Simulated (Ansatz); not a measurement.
Basis sets compared for Ag₂Au₂. The state is a singlet with charge 0. Geometry PBE0-D4/def2-SVP. Ansatz on 4 threads of Arm Neoverse V2 on a shared host; times are rough, and most runs start from earlier orbitals.

```xyz
4

Au   -0.658    2.009   -1.032
Au    0.659   -2.008    1.033
Ag   -1.092    0.045    0.784
Ag    1.092   -0.046   -0.786
```

In the def2 sets Ag, Au take a core potential; there is no spin–orbit coupling. The structure comes from a short search, and lower isomers may exist.

Binding counts from free atoms (Au doublet, Ag doublet) in the same basis, without a counterpoise term.

```csv
level,functions,energy (Eh),HOMO (eV),LUMO (eV),binding per atom (eV),wall time
PBE-D4/def2-SVP,126,-565.5996,-5.50,-3.67,1.55,2.6 s
PBE-D4/def2-TZVP (with forces),160,-565.6889,-5.51,-3.71,1.56,2.8 s
r2SCAN-D4/def2-TZVP,160,-565.7870,-5.55,-3.48,1.60,5.5 s
PBE0-D4/def2-SVP,126,-565.4610,-5.98,-2.83,1.41,4.5 s
PBE0-D4/def2-TZVP,160,-565.5467,-5.97,-2.85,1.42,3.1 s
```

Task: Estimate the rows for PBE-D4/def2-TZVPD, r2SCAN-D4/def2-TZVPD, PBE0-D4/def2-TZVPD.

Result: 
```json
{"level": "PBE-D4/def2-TZVPD", "functions": "166", "energy (Eh)": "-565.6893", "HOMO (eV)": "-5.51", "LUMO (eV)": "-3.72", "binding per atom (eV)": "1.57", "wall time": "2.5 s"}
{"level": "r2SCAN-D4/def2-TZVPD", "functions": "166", "energy (Eh)": "-565.7875", "HOMO (eV)": "-5.55", "LUMO (eV)": "-3.50", "binding per atom (eV)": "1.61", "wall time": "8 s"}
{"level": "PBE0-D4/def2-TZVPD", "functions": "166", "energy (Eh)": "-565.5471", "HOMO (eV)": "-5.97", "LUMO (eV)": "-2.86", "binding per atom (eV)": "1.43", "wall time": "3.9 s"}
```
